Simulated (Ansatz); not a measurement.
Reactions of `CC(C)[SiH2]O`.

Isolated molecules relaxed with PBE0-D4/def2-TZVP in Ansatz; ΔE leaves out vibrations. CBS: MP2 limit from def2 TZ/QZ plus the TZ coupled-cluster correction, frozen cores. This one scheme is used for every species. DFT in def2-TZVPP. No spin–orbit coupling; open shells (•) take unrestricted orbitals. Each species was taken in one conformer, which may not be the lowest.

| reaction | HF/CBS(def2) (kJ/mol) | CCSD/CBS(def2) (kJ/mol) | B2PLYP (kJ/mol) | CCSD(T)/CBS(def2) (kJ/mol) |
| --- | --- | --- | --- | --- |
| `CC(C)[SiH2]O` → `CO[SiH](C)C` | -21 | -9 | -15 | -8 |
| `CC(C)[SiH2]O` → `C[CH]C`• + `O[SiH2]`• | 252 | 363 | 345 | 373 |
| `CC(C)[SiH2]O` + `N[SiH2][AlH2]` → `CN[SiH2][AlH2]` + `CC[SiH2]O` | 33 | 42 | 38 | 43 |
| `CC(C)[SiH2]O` + `OC=S` → `O[SiH2]OC=S` + propane | -139 | -116 | -120 | -112 |
| `CC(C)[SiH2]O` + HCl → `CC(C)[SiH2]Cl` + H₂O | -6 | -15 | -10 | -16 |
| `CC(C)[SiH2]O` → silanol + propene | 90 | 127 | 115 | 129 |
| `CC(C)[SiH2]O` + `SS` → `O[SiH2]SS` + propane | -81 | -78 | -81 | -79 |
| `CC(C)[SiH2]O` + H₂ → `CC[SiH2]O` + CH₄ | -95 | -75 | -80 | -70 |
| `CC(C)[SiH2]O` + `[OH][Al]([OH])[SiH3]` → `C[O][Al]([OH])[SiH3]` + `CC[SiH2]O` | 37 | 56 | 49 | 58 |
| `CC(C)[SiH2]O` + HCl → `CC(Cl)[SiH2]O` + CH₄ | -1 | 3 | -3 | 1 |

Largest T1 diagnostic: 0.018, for `OC=S`.
